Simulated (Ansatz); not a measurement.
Species: C$_{6}$H$_{14}$S, charge 0, multiplicity 1. SMILES: CCCCCSC
Geometry from a B3LYP-D3(BJ)/def2-TZVP (Ansatz, a program for electronic structure) optimisation:
```xyz
21

C     -4.0240     0.6980    -0.4231
C     -2.6320     0.9168     0.1623
C     -1.6161    -0.1222    -0.3064
C     -0.2219     0.0896     0.2813
C      0.7784    -0.9545    -0.1996
S      2.4513    -0.8050     0.5000
C      3.0148     0.7162    -0.3087
H     -4.7289     1.4538    -0.0722
H     -4.0029     0.7437    -1.5147
H     -4.4186    -0.2814    -0.1420
H     -2.2738     1.9159    -0.1064
H     -2.6863     0.8977     1.2555
H     -1.5582    -0.1021    -1.4005
H     -1.9742    -1.1231    -0.0401
H      0.1313     1.0895     0.0140
H     -0.2688     0.0603     1.3732
H      0.8565    -0.9459    -1.2900
H      0.4490    -1.9549     0.0890
H      4.0565     0.8562    -0.0235
H      2.4446     1.5852     0.0166
H      2.9575     0.6218    -1.3938
```
Charge 0, spin multiplicity 1.

Wanted: atomisation energy (electronic, to ground-state atoms), in kJ/mol. Correlated levels leave the core frozen unless marked. Open shells are spin-unrestricted. No spin-orbit coupling. Non-relativistic unless marked X2C. The coupled-cluster limit lacks core correlation, which all-electron functionals hold. CBS(X,Y): correlation extrapolated as X^-3; Hartree-Fock from the larger set. The bracket is a focal-point correction in the basis named.

```json
[
 {"level": "HF/cc-pV(T+d)Z", "program": "Ansatz", "atomisation energy (kJ/mol)": "6140.8"},
 {"level": "HF/cc-pV(Q+d)Z", "program": "Ansatz", "atomisation energy (kJ/mol)": "6148.5"},
 {"level": "PBE-D3(BJ)/def2-TZVPD", "program": "Ansatz + dftd3", "atomisation energy (kJ/mol)": "8282.2"},
 {"level": "PBE-D4/def2-TZVPD", "program": "Ansatz + dftd4", "atomisation energy (kJ/mol)": "8278.3"},
 {"level": "BLYP/def2-TZVPD", "program": "Ansatz", "atomisation energy (kJ/mol)": "7987.9"},
 {"level": "B3LYP/def2-TZVPD", "program": "Ansatz", "atomisation energy (kJ/mol)": "8067.5"},
 {"level": "PBE0/def2-TZVPD", "program": "Ansatz", "atomisation energy (kJ/mol)": "8157.7"}
]
```

Q: Estimate the value at RI-MP2/CBS(aug-cc-pV(T+d)Z,aug-cc-pV(Q+d)Z)+[CCSD(T)-MP2]/aug-cc-pV(T+d)Z as computed with Ansatz.

A: 8144.6 kJ/mol, so PBE0/def2-TZVPD differs from it by 13.1 kJ/mol.
